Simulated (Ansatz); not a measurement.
Consider the ligand exchange at the Si–O bond: `[F][Al]([F])[O][SiH3]` + `NBO` → `NBO[SiH3]` + `[OH][Al]([F])[F]`.

Calculated with Ansatz (gas phase, PBE0-D4/def2-TZVP geometries, no zero-point term in ΔE). CCSD(T)/CBS is the MP2 limit (def2-TZVPP, def2-QZVPP) plus CCSD(T) − MP2 in def2-TZVPP, frozen cores. This one scheme is used for every species. DFT in def2-TZVPP. HSE06 is defined as in plane-wave codes. One conformer a species, not always the lowest.

Task: Is it downhill or uphill in electronic energy at CCSD(T)/CBS, and by how much? (Estimate.)

Result: Ansatz gave: Uphill: ΔE = +4.3 kcal/mol.

Task: What do these levels give: HSE06-D4, BHLYP-D4, B2PLYP, PBE-QIDH, r2SCANh, LC-ωPBE, RPA@PBE/def2-TZVPP, HF/def2-SVP, MP2/def2-SVP, MP2/def2-TZVPP, HF/def2-QZVPP, HF/CBS(def2)? (Best estimate.)

Result: The calculation gave: HSE06-D4 4.4, BHLYP-D4 5.2, B2PLYP 4.4, PBE-QIDH 4.6, r2SCANh 4.5, LC-ωPBE 4.7, RPA@PBE/def2-TZVPP 4.3, HF/def2-SVP 8.1, MP2/def2-SVP 6.3, MP2/def2-TZVPP 4.3, HF/def2-QZVPP 6.0, HF/CBS(def2) 6.1 kcal/mol.

Largest T1 diagnostic among the species: 0.013.

At CCSD(T), def2-SVP lies +2.1 kcal/mol from the extrapolated value and def2-TZVPP +0.1 kcal/mol. Leaving LDA and LC-ωPBE aside and taking each functional with its dispersion term where it has one, the values, not all of them listed here, spread over 1.7 kcal/mol, from revPBE-D4 to BHLYP-D4.
